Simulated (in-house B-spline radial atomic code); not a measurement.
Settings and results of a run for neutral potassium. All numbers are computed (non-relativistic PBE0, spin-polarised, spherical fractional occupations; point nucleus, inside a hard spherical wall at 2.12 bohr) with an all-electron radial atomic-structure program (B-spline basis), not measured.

Command:
```bash
python run_scf.py task.json out
```
Settings:
```
Z                19
configuration    [Ar] 4s1
hamiltonian      nr
method           pbe0
spin_polarised   True
wall_radius      2.12
```

Output (hartree, bohr):
```
 radial grid: 37 intervals, B-splines of order 8, outer radius 2.12 bohr

 iter        energy (Eh)    residual
    1        -591.662355    2.56e-01
    2        -591.821242    3.18e-02
    3        -591.827974    1.16e-02
    4        -591.828815    4.30e-03
    5        -591.828928    1.08e-03
    6        -591.828938    3.77e-05
    7        -591.828939    1.52e-06
    8        -591.828939    6.42e-08

 total energy                      -591.82894
 kinetic                             623.8169
 electron-nucleus                  -1465.5048
 Hartree                             285.1229
 exact exchange                       -8.6219
 exchange-correlation                -26.6420

 orbital      occ     eigenvalue          <r>       <r^2>       <1/r>     <1/r^3>     <1/r^2>       r_max
 1s up      1.000      -127.9129    0.0815575  0.00893492     18.5378           -     693.116     0.05353
 1s down    1.000      -127.8828    0.0815673  0.00893688     18.5354           -     692.955     0.05354
 2s up      1.000       -11.5503     0.392046    0.182434     3.74743           -     57.9469      0.3208
 2s down    1.000       -11.5142     0.392291    0.182622      3.7434           -     57.8075      0.3212
 2p up      3.000        -8.8165     0.355184    0.156772     3.65716     148.928     18.6083      0.2652
 2p down    3.000        -8.7916      0.35506    0.156621      3.6576     148.955     18.6109      0.2653
 3s up      1.000        -0.1282      1.11767     1.38055     1.21232           -     8.73637       1.078
 3s down    1.000        -0.0833      1.12152     1.38818      1.2032           -      8.5525       1.086
 3p up      3.000         0.6344      1.13788     1.43466     1.15254     20.1682     2.85053       1.122
 3p down    3.000         0.6681      1.13795     1.43388     1.15056     20.0314      2.8357       1.125
 4s up      1.000         4.7819      1.24274     1.80781     1.29868           -     12.6529       1.637
```

Cost of the run: 0.05 s on 1 thread of Arm Neoverse V2, on a shared host.
